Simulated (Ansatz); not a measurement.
Molecule: sum formula H$_{9}$Si$_{3}$NO, net charge 0, singlet state. 
Geometry from a B3LYP-D3(BJ)/def2-TZVP (Ansatz, a quantum-chemistry and plane-wave program) optimisation:
```
Si
O 1 1.6367
Si 2 1.6334 1 153.11
N 1 1.7161 2 112.32 3 -160.93
H 4 1.0115 1 115.31 2 87.68
Si 4 1.7331 5 115.94 1 172.16
H 1 1.4761 2 107.96 3 79.95
H 6 1.4789 4 106.87 5 179.45
H 3 1.4790 2 108.65 1 163.35
H 1 1.4797 7 112.05 2 118.99
H 3 1.4813 9 109.39 2 -120.32
H 3 1.4824 9 109.39 11 -119.27
H 6 1.4829 8 109.85 4 120.65
H 6 1.4838 8 109.26 13 117.62
```
Charge 0, spin multiplicity 1.

Wanted: atomisation energy (electronic, to ground-state atoms), in eV. Valence correlation only, unless marked. Open shells are spin-unrestricted. Spin-orbit coupling is left out. Non-relativistic. The coupled-cluster limit lacks core correlation, which all-electron functionals hold. CBS(X,Y): correlation extrapolated as X^-3; Hartree-Fock from the larger set.

```tsv
level	program	atomisation energy (eV)
PBE0-D4/def2-TZVP	Ansatz + dftd4	47.64
r2SCANh-D4/def2-TZVPD	Ansatz + dftd4	48.05
CAM-B3LYP-D4/def2-TZVPD	Ansatz + dftd4	48.84
wB97X/def2-TZVPD	Ansatz	?
B2PLYP-D3(BJ)/def2-TZVPD	Ansatz + dftd3	48.05
SCS-MP2/STO-3G	Ansatz	48.30
CCSD(T)/CBS(cc-pV(T+d)Z,cc-pV(Q+d)Z)	Ansatz	?
```

Q: What belongs in the gaps?

A: 
- wB97X/def2-TZVPD, atomisation energy (eV): 48.50
- CCSD(T)/CBS(cc-pV(T+d)Z,cc-pV(Q+d)Z), atomisation energy (eV): 48.78
